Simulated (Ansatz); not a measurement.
Conformers of Ge2H6O2, SMILES `[OH][GeH2][GeH2][OH]`, each relaxed with PBE0-D4/def2-TZVP in Ansatz. CBS adds the triple-zeta coupled-cluster correction to the MP2 limit.

Outer-core shells of Ge are correlated without core-valence functions. Scalar relativity is left out up to krypton. Spin–orbit coupling is left out.

Not all of them had a frequency check.

Conformer A:

Z-matrix (Å, degrees):
```
Ge
Ge 1 2.444
O 1 1.791 2 109.9
H 1 1.547 2 110.2 3 -120.7
H 1 1.534 2 113.2 3 115.6
O 2 1.791 1 109.9 3 167.3
H 2 1.534 1 113.2 3 -77.0
H 2 1.547 1 110.2 3 46.6
H 3 0.960 1 112.5 2 -67.2
H 6 0.960 2 112.5 1 -67.2
```

Conformer B:

Z-matrix (Å, degrees):
```
Ge
Ge 1 2.432
O 1 1.786 2 110.7
H 1 1.546 2 109.7 3 -120.7
H 1 1.533 2 112.3 3 116.0
O 2 1.788 1 105.4 3 -74.7
H 2 1.547 1 112.7 3 166.1
H 2 1.548 1 112.0 3 44.1
H 3 0.959 1 112.6 2 -59.0
H 6 0.960 2 112.6 1 175.7
```

(1) Which is lowest in electronic energy at CCSD(T)/CBS (frozen core, def2 sets), and by how much? (Estimate.)

(2) Give the energies relative to A (kJ/mol) with PBE-D4/def2-TZVPP, B2PLYP/def2-TZVPP, PBE0/def2-TZVPP, SCS-MP2/def2-TZVPP, CCSD(T)/def2-TZVPP, HF/def2-QZVPP, HF/CBS(def2). (Best estimate.)

Answers

(1) Computed: A; B lies 0.8 kJ/mol higher. Gaps under about 2 kJ/mol don't settle the order.

(2) The calculation gave: 
```tsv
level	B
PBE-D4/def2-TZVPP	2.1
B2PLYP/def2-TZVPP	1.1
PBE0/def2-TZVPP	1.3
SCS-MP2/def2-TZVPP	0.5
CCSD(T)/def2-TZVPP	0.5
HF/def2-QZVPP	-0.1
HF/CBS(def2)	-0.1
```
